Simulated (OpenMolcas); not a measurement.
Pt4+ among 8 point charges of -1.2 e arranged as a cube (Oh).

* Program: OpenMolcas 26.06
* Method: CASSCF
* Basis: ANO-RCC-VDZP [7s6p4d2f]
* Scalar Hamiltonian: DKH2, point nucleus
* Active space: 6 electrons in 5 orbitals (5d)
* State averaging: 2S+1 = 5 even, 5 roots; 2S+1 = 3 even, 45 roots; 2S+1 = 1 even, 50 roots
* Spin-orbit coupling: state interaction with AMFI integrals over the reference wave functions

All point charges move together. At R = 2.04 Å the first state of the same spin is 4955 cm-1, and at R = 2.33 Å it is 2627 cm-1.

Q: A third run gives 3696 cm-1. What distance was it run at?

A: With a power law R^-n the two known points give n = -ln(2627 / 4955) / ln(2.33 / 2.04) = 4.77. Then R = 2.04 × (4955 / 3696)^(1/4.77) = 2.169 Å. The run was at 2.17 Å, so the estimate is off by -0.001 Å.

An orbital doublet at a regular site is open to a Jahn-Teller distortion, which this geometry leaves out. Without dynamic correlation the repulsion within the d shell is too large (B by tens of per cent), so at a given field states of lower spin stand too high. Point charges give a weaker field than real ligands, and real ions of this kind are as a rule low spin; the high spin found here belongs to the model. The ground term spreads over less than 5000 cm-1, several times less than with real ligands, so orbital moments are less quenched and χT lies further from the spin-only value than at real sites. Spin-orbit coupling mixes the spin-free states strongly: the lowest level takes only 64 % from its leading state, 5E (figures for R = 2.04; the like holds for R = 2.17, R = 2.33). Point charges carry no covalency, so the field is a model and not that of real ligands. No measured value stands beside these numbers.
